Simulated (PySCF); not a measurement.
# Static response to an electric field

(HSi)4CH26 adamantane, C6H16Si4.
Geometry (PBE0-D3(BJ)/def2-SVP, Å), atoms numbered from 1 in this order:
```xyz
26
C6H16Si4 angstrom
Si     1.3502   -1.1489    0.7004
H      2.4138   -2.0511    1.2537
C      1.4753    0.5692    1.4716
Si     0.1457    1.7286    0.8006
H      0.2637    3.0858    1.4298
C      0.3511    1.8484   -1.0718
Si     0.2084    0.1552   -1.8933
H      0.3763    0.2759   -3.3798
C      1.5348   -0.9762   -1.1697
C     -1.4859   -0.5642   -1.4761
Si    -1.7267   -0.7335    0.3883
H     -3.0787   -1.3090    0.6928
C     -0.3641   -1.8494    1.0667
C     -1.5434    0.9732    1.1731
H      2.4731    0.9942    1.2638
H      1.3815    0.4919    2.5689
H     -0.4167    2.5248   -1.4865
H      1.3326    2.2953   -1.3079
H      1.4699   -1.9718   -1.6425
H      2.5342   -0.5724   -1.4075
H     -1.5981   -1.5526   -1.9552
H     -2.2754    0.0851   -1.8932
H     -0.4531   -2.8542    0.6177
H     -0.4925   -1.9717    2.1564
H     -1.6767    0.8919    2.2662
H     -2.3408    1.6415    0.8035
```

Level: PBE0/def2-SVPD (PySCF), static field, nuclei fixed, core orbitals frozen in the response. The polarisability tensor in these axes (au):

```
x   158.53   0.00  -0.02
y     0.00 158.53   0.01
z    -0.02   0.01 158.52
```

Problem. What are the eigenvalues, a third of the trace, and Δα (Δα² = ½Σ(αi − αj)² over the three pairs)?

Solution. Principal values 158.50, 158.53 and 158.54 au; mean 158.53 au = 23.49 Å³ = 26.14 × 10⁻⁴⁰ C²·m²/J; Δα = 0.04 au (0 % of the mean). Point group Td makes the tensor isotropic, so any spread comes from the grid or from a geometry that is symmetric only within 0.08 Å.

Problem. What is the dipole moment?

Solution. 0.00 D; point group Td allows none.

Problem. Estimate the molar refractivity from the static electronic polarisability.

Solution. Lorentz–Lorenz: R = (4π/3)N_A α = 2.5225 cm³/(mol·Å³) × 23.49 Å³ = 59.3 cm³/mol, in the limit of long wavelengths.

Problem. What would n − 1 = 2πNα be for an ideal gas of these molecules at 350 K and 1 atm, electronic part alone?

Solution. N = p/kT = 2.0968 × 10¹⁹ cm⁻³, so n − 1 = 2π × N × 23.49 × 10⁻²⁴ cm³ = 3095 × 10⁻⁶ at long wavelengths, for an ideal gas.

Problem. In TDDFT the mean static polarisability is Σ f/ω² over all singlet excitations (ω in hartree). How much of it do the 10 lowest give? Their energies (eV) and oscillator strengths: 6.81, 0.0089; 6.81, 0.0089; 6.81, 0.0089; 7.35, 0.0000; 7.36, 0.0000; 7.36, 0.0000; 7.46, 0.0107; 7.46, 0.0106; 7.46, 0.0107; 7.56, 0.0000.

Solution. They add up to 0.85 au, 0.5 % of the 158.53 au; the largest single term is 0.14 au, from the state at 6.81 eV. Terms in order: 0.14, 0.14, 0.14, 0.00, 0.00, 0.00, 0.14, 0.14, 0.14, 0.00 au. Higher excitations give the rest. The strengths listed sum to 0.059.

Problem. Find the Langevin capture rate constant for H3+ (3.023 u) meeting this molecule (200.033 u), k = 2.342 × 10⁻⁹ cm³/s × √(α in Å³ / reduced mass in u).

Solution. The reduced mass is 2.98 u, so k = 6.58 × 10⁻⁹ cm³/s.

The structure is a single PBE0-D3(BJ)/def2-SVP conformer in the gas phase; no vibrational or solvent corrections.
